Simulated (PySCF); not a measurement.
**SMILES C1CCN(NC2CC2)C1, C₇H₁₄N₂**

Molfile (atoms numbered from 1):
```
C7H14N2
     RDKit          3D

 23 24  0  0  0  0  0  0  0  0999 V2000
   -2.6169    0.0991    0.3923 C   0  0  0  0  0  0  0  0  0  0  0  0
   -2.4770    0.2584   -1.1209 C   0  0  0  0  0  0  0  0  0  0  0  0
   -0.9979    0.6184   -1.2896 C   0  0  0  0  0  0  0  0  0  0  0  0
   -0.3145    0.1629   -0.0747 N   0  0  0  0  0  0  0  0  0  0  0  0
    0.8646   -0.5462   -0.3614 N   0  0  0  0  0  0  0  0  0  0  0  0
    1.8399   -0.4500    0.6816 C   0  0  0  0  0  0  0  0  0  0  0  0
    3.2742   -0.3338    0.2569 C   0  0  0  0  0  0  0  0  0  0  0  0
    2.5573    0.8587    0.8090 C   0  0  0  0  0  0  0  0  0  0  0  0
   -1.2834   -0.5297    0.7685 C   0  0  0  0  0  0  0  0  0  0  0  0
   -2.7085    1.0760    0.8666 H   0  0  0  0  0  0  0  0  0  0  0  0
   -3.4655   -0.5187    0.6810 H   0  0  0  0  0  0  0  0  0  0  0  0
   -2.6988   -0.6889   -1.6157 H   0  0  0  0  0  0  0  0  0  0  0  0
   -3.1381    1.0217   -1.5263 H   0  0  0  0  0  0  0  0  0  0  0  0
   -0.8622    1.7016   -1.3695 H   0  0  0  0  0  0  0  0  0  0  0  0
   -0.5532    0.1543   -2.1749 H   0  0  0  0  0  0  0  0  0  0  0  0
    0.6764   -1.5305   -0.5914 H   0  0  0  0  0  0  0  0  0  0  0  0
    1.6358   -0.9991    1.6032 H   0  0  0  0  0  0  0  0  0  0  0  0
    3.4750   -0.3513   -0.8023 H   0  0  0  0  0  0  0  0  0  0  0  0
    4.0269   -0.8162    0.8616 H   0  0  0  0  0  0  0  0  0  0  0  0
    2.2705    1.6343    0.1182 H   0  0  0  0  0  0  0  0  0  0  0  0
    2.8132    1.2110    1.7961 H   0  0  0  0  0  0  0  0  0  0  0  0
   -1.0272   -0.3903    1.8213 H   0  0  0  0  0  0  0  0  0  0  0  0
   -1.2954   -1.6147    0.5533 H   0  0  0  0  0  0  0  0  0  0  0  0
  1  2  1  0
  2  3  1  0
  3  4  1  0
  4  5  1  0
  5  6  1  0
  6  7  1  0
  7  8  1  0
  4  9  1  0
  9  1  1  0
  8  6  1  0
  1 10  1  0
  1 11  1  0
  2 12  1  0
  2 13  1  0
  3 14  1  0
  3 15  1  0
  5 16  1  0
  6 17  1  0
  7 18  1  0
  7 19  1  0
  8 20  1  0
  8 21  1  0
  9 22  1  0
  9 23  1  0
M  END
```

The calculation used GIAO PBE0/pcSseg-1 magnetisability, rotational g tensor and spin-rotation constants, non-relativistic, gas phase in PySCF. Geometry: GFN2-xTB.

Q: Give the nuclear spin-rotation constants along the inertial axes (H = +C I·J) beside the isotropic shieldings.

A: Rotational constants 4.5246, 0.8629, 0.8144 GHz. A star marks the isotopologue with that one atom substituted, in its own axes.
```
atom  isotope  Caa (kHz)  Cbb (kHz)  Ccc (kHz)  mean (kHz)  σ (ppm)
  N4      14N      0.189      0.069      0.075       0.111    163.9
  N5      14N      0.385      0.081      0.066       0.177    129.5
 H10       1H     -0.491     -0.092      0.025      -0.186     29.8
 H11       1H     -0.160     -0.055     -0.071      -0.095     29.8
 H12       1H     -0.454     -0.092      0.016      -0.177     30.0
 H13       1H     -0.173     -0.069     -0.059      -0.100     30.2
 H14       1H     -0.459     -0.064      0.024      -0.166     28.1
 H15       1H     -0.459     -0.025     -0.030      -0.171     29.0
 H16       1H     -0.571     -0.098      0.038      -0.210     29.3
 H17       1H     -0.456      0.021     -0.078      -0.171     29.3
 H18       1H     -0.483     -0.004     -0.080      -0.189     31.2
 H19       1H     -0.131     -0.070     -0.082      -0.094     31.3
 H20       1H     -0.422     -0.037     -0.057      -0.172     31.1
 H21       1H     -0.438     -0.054     -0.042      -0.178     31.3
 H22       1H     -0.331      0.002     -0.063      -0.131     28.0
 H23       1H     -0.488     -0.093      0.028      -0.184     29.7
  C1     13C*      0.677      0.125      0.150       0.317    156.8
  C3     13C*      0.827      0.157      0.205       0.396    126.6
  C6     13C*      0.735      0.128      0.150       0.338    153.0
  C7     13C*      0.600      0.085      0.131       0.272    175.8
```
For the geometry as given, no vibrational averaging.
